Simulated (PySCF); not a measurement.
Coordinates in bohr (charge 0 multiplicity 1):
```
As    0.1514    0.0000   -0.0897
S    -3.1220    0.0000    1.8487
F     0.8285    2.4556   -2.1382
F     0.8285   -2.4556   -2.1382
F     2.9956    0.0000    1.5214
```

These are results of PBE in PySCF with As def2-SVP, S def2-SVP, F def2-SVP; no relativity; density-fitted integrals, not measurements.

This geometry of AsSF3 is a stationary point at this level.

Q: What is the point group?

A: C3v.

Q: Is it a minimum?

A: Yes: all harmonic wavenumbers are real.

Q: Which band is strongest in the infrared?

A: 710 cm⁻¹ (e), 159 km/mol.

Q: Give the ideal-gas entropy at 298.15 K and 1 bar by parts.

A: translation 172.5, rotation 104.9, vibration 45.2, spin 0.0; total 322.6 J/(mol K).

Only a few start shapes were tried, so a lower isomer may exist.
